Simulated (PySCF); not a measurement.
Geometry:
| atom | x (Å) | y (Å) | z (Å) |
| --- | --- | --- | --- |
| Si1 | 0.012 | -0.020 | 0.002 |
| P2 | 0.010 | -0.025 | 2.413 |
| H3 | 0.384 | 1.168 | 3.075 |
| H4 | 0.871 | -0.951 | 3.045 |
| H5 | -1.207 | -0.310 | 3.077 |
| P6 | -0.003 | 0.017 | -2.409 |
| H7 | 1.188 | 0.361 | -3.091 |
| H8 | -0.902 | 0.943 | -2.988 |
| H9 | -0.365 | -1.160 | -3.106 |
| F10 | 1.674 | -0.021 | 0.034 |
| F11 | -1.651 | -0.018 | -0.035 |
| F12 | 0.012 | 1.644 | -0.020 |
| F13 | 0.008 | -1.682 | 0.026 |

Geometry: PBE0-D3(BJ)/def2-SVP; GIAO absolute shieldings from PySCF 2.14, gas phase, non-relativistic, averaged over equivalent atoms.

At wB97X-D/pcSseg-1 (170 basis functions, 18 s wall time on 1 thread of an Intel Xeon 6975P-C, shared host):
| atoms | σ (ppm) |
| --- | --- |
| Si1 | 500.9 |
| P2/P6 | 502.0 |
| H3/H4/H5/H7/H8/H9 | 27.81 |
| F10/F11/F12/F13 | 264.3 |

Predict the values at PBE0/pcSseg-1 on the same geometry.

Results:


```json
{"atoms": "Si1", "σ at PBE0/pcSseg-1": "498.9", "change": "-2.0"}
{"atoms": "P2/P6", "σ at PBE0/pcSseg-1": "506.8", "change": "+4.8"}
{"atoms": "H3/H4/H5/H7/H8/H9", "σ at PBE0/pcSseg-1": "27.70", "change": "-0.11"}
{"atoms": "F10/F11/F12/F13", "σ at PBE0/pcSseg-1": "257.6", "change": "-6.7"}
```

The largest change is at F10/F11/F12/F13 (fluorine bonded to Si). Cost: 170 basis functions, 20 s wall time on 1 thread of an Intel Xeon 6975P-C, shared host.
